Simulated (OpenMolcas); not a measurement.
## C3H11AlO (SMILES C[Al-](C)(C)[OH2+]): methods side by side

C3H11AlO: 16 atoms, total charge 0, spin state singlet. As SMILES, `C[Al-](C)(C)[OH2+]`. The shape is that of a PBE0-D4/def2-TZVP optimisation. This is one conformer, not always the lowest.

```xyz
16

C    -0.6380    0.7231   -1.7127
Al    0.0856   -0.1405   -0.0856
C     1.6989    0.6544    0.7405
C    -0.2107   -2.0711    0.1425
O    -1.2682    0.6786    1.2276
H    -0.5857    1.8181   -1.6867
H    -0.0691    0.4146   -2.5973
H    -1.6792    0.4456   -1.9177
H     1.8436    0.3439    1.7826
H     1.7073    1.7506    0.7170
H     2.6015    0.3341    0.2076
H    -0.0166   -2.4052    1.1672
H     0.4541   -2.6517   -0.5073
H    -1.2337   -2.3694   -0.1102
H    -0.8088    1.2219    1.8776
H    -1.8809    1.2530    0.7549
```

Quantity: the energy change with the Al2–O5 bond stretched from 2.056 to 2.365 Å, in eV. The values are calculated.

```csv
level,kind,program,value (eV),less CCSD(T)/6-31G*,CPU time (all runs)
HF/6-31G* (spherical functions) (unrestricted),Hartree–Fock,OpenMolcas,0.09,-0.02,33 s
SVWN5/6-31G* (spherical functions) (restricted),LDA,OpenMolcas,0.22,+0.11,2.3 min
BLYP/6-31G* (spherical functions) (restricted),GGA,OpenMolcas,0.06,-0.05,2.9 min
r2SCAN/6-31G* (spherical functions) (restricted),meta-GGA,OpenMolcas,0.14,+0.03,3.4 min
BHLYP/6-31G* (spherical functions) (restricted),global hybrid,OpenMolcas,0.14,+0.03,2.8 min
PBE0/6-31G* (spherical functions) (restricted),global hybrid,OpenMolcas,0.13,+0.02,2.8 min
B2PLYP/6-31G* (spherical functions) (restricted),double hybrid,OpenMolcas,0.11,0.00,1.7 min
MP2/6-31G* (spherical functions) (restricted),perturbation theory,OpenMolcas,0.11,0.00,27 s
"CCSD(T)/6-31G* (Cholesky decomposition, spherical functions) (restricted)",coupled cluster or CI,OpenMolcas,0.11,0.00,17 min
```

CCSD(T)/6-31G* (Cholesky decomposition, spherical functions) (restricted) is the highest level here, not the true value. The first shape isn't each level's own minimum. The values span 0.06 to 0.22 eV. Times are those of the runs behind each value, whatever else they computed, on shared processors of several kinds: orders of magnitude only.
